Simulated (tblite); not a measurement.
Record of a relaxation.

C2H8BF2NSi.
Bonds: F1–B2, B2–F3, B2–C4, C4–C5, C5–N6, N6–Si7. Hydrogens: H8, H9 on C4; H10, H11 on C5; H12 on N6; H13, H14, H15 on Si7.

Computed with GFN2-xTB (tblite), gas phase: L-BFGS steps from a force-field or distance-geometry start until the largest atomic force falls under 0.01 eV/Å. 7 of its 155 geometries are shown.

Step 0: E = -647.2256 eV, largest atomic force 3.566 eV/Å
```
atom  x, y, z in Å  |  force x, y, z in eV/Å
F1     -2.531    1.813    0.955   -0.481  -2.133  -2.793
B2     -2.509    0.802   -0.098    0.235   2.886  -0.760
F3     -2.911    1.194   -1.425    0.607  -0.694   3.445
C4     -1.484   -0.369    0.163   -1.951   0.044   1.592
C5     -0.103    0.149   -0.115    0.665   0.649   0.343
N6      0.802   -0.950    0.124    1.826   0.151  -0.055
Si7     2.457   -0.361   -0.215   -0.431  -0.431   0.685
H8     -1.523   -0.565    1.285    0.032  -0.140  -1.194
H9     -1.675   -1.304   -0.364    0.157   0.153  -0.011
H10     0.003    0.557   -1.144   -0.035  -0.577   0.502
H11     0.174    0.984    0.579   -0.682  -0.154  -0.409
H12     0.672   -1.372    1.062   -0.020   0.524  -0.920
H13     2.345    1.080   -0.515    0.216  -0.234  -0.010
H14     3.279   -0.525    1.006   -0.111   0.029  -0.242
H15     3.000   -1.125   -1.320   -0.027  -0.072  -0.175
```

Step 26: E = -648.3116 eV, largest atomic force 0.244 eV/Å
```
atom  x, y, z in Å  |  force x, y, z in eV/Å
F1     -2.896    1.748    0.823    0.005  -0.052   0.076
B2     -2.576    0.839   -0.075    0.170  -0.093  -0.049
F3     -3.137    1.049   -1.246   -0.054  -0.052  -0.067
C4     -1.514   -0.313    0.189   -0.204   0.038  -0.050
C5     -0.101    0.253   -0.065   -0.102   0.056   0.028
N6      0.934   -0.721    0.171   -0.013  -0.092   0.023
Si7     2.596   -0.428   -0.188    0.160   0.037  -0.041
H8     -1.572   -0.659    1.222    0.068   0.027   0.037
H9     -1.674   -1.179   -0.452    0.025   0.043  -0.064
H10    -0.020    0.583   -1.101    0.004   0.076  -0.048
H11     0.019    1.121    0.589    0.055   0.236   0.026
H12     0.716   -1.254    0.995    0.099  -0.153   0.162
H13     2.783    0.987   -0.532   -0.033  -0.069  -0.012
H14     3.455   -0.734    0.962   -0.116  -0.023   0.009
H15     2.985   -1.283   -1.315   -0.064   0.021  -0.029
```

Step 51: E = -648.3893 eV, largest atomic force 0.238 eV/Å
```
atom  x, y, z in Å  |  force x, y, z in eV/Å
F1     -3.127    1.503    0.775   -0.019   0.153   0.181
B2     -2.666    0.687   -0.146    0.038   0.018   0.054
F3     -3.378    0.714   -1.252    0.039  -0.063  -0.122
C4     -1.409   -0.239    0.080   -0.020  -0.026  -0.092
C5     -0.042    0.480    0.049    0.098  -0.059   0.045
N6      1.004   -0.404    0.493    0.094  -0.068  -0.038
Si7     2.554   -0.559   -0.230    0.031  -0.117  -0.082
H8     -1.469   -0.724    1.060   -0.122   0.014  -0.064
H9     -1.400   -1.014   -0.683    0.094  -0.155   0.026
H10     0.196    0.792   -0.969   -0.061   0.061   0.064
H11    -0.079    1.371    0.693   -0.083   0.029  -0.049
H12     0.810   -0.806    1.397    0.072   0.051  -0.052
H13     3.091    0.761   -0.557    0.037   0.110  -0.005
H14     3.402   -1.226    0.761   -0.111  -0.003  -0.031
H15     2.509   -1.327   -1.493   -0.086   0.055   0.164
```

Step 77: E = -648.4380 eV, largest atomic force 0.052 eV/Å
```
atom  x, y, z in Å  |  force x, y, z in eV/Å
F1     -3.040    1.500    0.663   -0.014   0.021   0.003
B2     -2.623    0.610   -0.216    0.023   0.024  -0.011
F3     -3.344    0.584   -1.318   -0.004  -0.022  -0.018
C4     -1.361   -0.295    0.047   -0.009   0.011  -0.005
C5     -0.054    0.536    0.149   -0.007   0.011   0.004
N6      1.053   -0.256    0.602    0.000   0.003   0.029
Si7     2.488   -0.581   -0.276    0.031   0.003  -0.007
H8     -1.490   -0.814    1.001    0.051   0.000  -0.011
H9     -1.232   -1.053   -0.725    0.020  -0.005   0.021
H10     0.197    0.937   -0.834   -0.042   0.000  -0.015
H11    -0.226    1.383    0.825   -0.007   0.002   0.016
H12     0.978   -0.511    1.572   -0.006  -0.026  -0.004
H13     3.259    0.635   -0.578   -0.024   0.012   0.002
H14     3.250   -1.448    0.619   -0.016  -0.024  -0.037
H15     2.140   -1.219   -1.552    0.004  -0.009   0.034
```

Step 103: E = -648.4544 eV, largest atomic force 0.056 eV/Å
```
atom  x, y, z in Å  |  force x, y, z in eV/Å
F1     -3.035    1.494    0.489   -0.007   0.016   0.000
B2     -2.569    0.536   -0.287    0.013  -0.004  -0.018
F3     -3.296    0.330   -1.366   -0.006  -0.005  -0.009
C4     -1.256   -0.265    0.056   -0.020  -0.006  -0.005
C5     -0.027    0.657    0.256   -0.023  -0.011   0.010
N6      1.127   -0.062    0.714   -0.001  -0.007  -0.004
Si7     2.386   -0.618   -0.314   -0.002  -0.015  -0.028
H8     -1.397   -0.797    1.001   -0.025  -0.028  -0.012
H9     -1.028   -1.012   -0.705    0.035   0.030   0.017
H10     0.230    1.140   -0.688   -0.028   0.007   0.015
H11    -0.300    1.437    0.977    0.048   0.019   0.022
H12     0.959   -0.531    1.590    0.006   0.012   0.018
H13     3.251    0.519   -0.649   -0.019   0.001  -0.010
H14     3.091   -1.632    0.466    0.008   0.010   0.005
H15     1.862   -1.188   -1.562    0.021  -0.020  -0.001
```

Step 128: E = -648.4783 eV, largest atomic force 0.033 eV/Å
```
atom  x, y, z in Å  |  force x, y, z in eV/Å
F1     -2.916    1.685    0.134    0.004   0.018   0.014
B2     -2.473    0.585   -0.440    0.011  -0.010  -0.004
F3     -3.156    0.239   -1.514   -0.001   0.005   0.010
C4     -1.240   -0.238    0.097   -0.004  -0.004  -0.011
C5     -0.022    0.637    0.478    0.011   0.008  -0.002
N6      1.147   -0.137    0.792   -0.007  -0.006   0.032
Si7     2.297   -0.620   -0.392   -0.020  -0.003  -0.007
H8     -1.537   -0.797    0.989    0.012  -0.020   0.011
H9     -0.921   -0.974   -0.642    0.011   0.000  -0.018
H10     0.231    1.289   -0.360   -0.005   0.005   0.003
H11    -0.289    1.269    1.332   -0.015   0.003  -0.005
H12     1.009   -0.723    1.602   -0.012   0.015  -0.025
H13     2.850    0.615   -0.948    0.012   0.014  -0.007
H14     3.271   -1.411    0.354    0.001   0.003   0.008
H15     1.745   -1.413   -1.503    0.004  -0.026   0.002
```

Step 154: E = -648.4897 eV, largest atomic force 0.007 eV/Å
```
atom  x, y, z in Å  |  force x, y, z in eV/Å
F1     -2.883    1.669    0.293    0.001   0.002   0.001
B2     -2.498    0.604   -0.383    0.003  -0.004  -0.005
F3     -3.312    0.283   -1.368   -0.003  -0.001   0.001
C4     -1.195   -0.213   -0.039    0.000  -0.002   0.001
C5     -0.021    0.662    0.454    0.003  -0.003   0.000
N6      1.147   -0.099    0.808    0.001  -0.004   0.004
Si7     2.291   -0.672   -0.342   -0.001   0.002   0.002
H8     -1.427   -0.933    0.753    0.001   0.001  -0.001
H9     -0.863   -0.799   -0.897   -0.003   0.004   0.002
H10     0.264    1.357   -0.338   -0.003   0.001   0.001
H11    -0.351    1.248    1.318    0.001   0.000  -0.003
H12     0.988   -0.664    1.629    0.001   0.003  -0.004
H13     2.704    0.503   -1.107   -0.001  -0.003   0.002
H14     3.355   -1.245    0.478    0.000   0.000  -0.001
H15     1.796   -1.692   -1.284    0.000   0.002  -0.001
```

Task: Summarise the path.

Result: The energy falls by 29.15 kcal/mol from step 0 to step 154; nine tenths of that is first reached at step 46. It falls at every step. The largest force goes from 3.566 to 0.007 eV/Å. Among the bonds F1–B2 changes most, from 1.460 to 1.318 Å; the atoms move by 0.891 Å rms after alignment.

The cost below is that of the whole relaxation. On one thread, Arm Neoverse N1 (aarch64), shared host with 64 logical CPUs at a one-minute load of 53, this took 1.4 s wall.
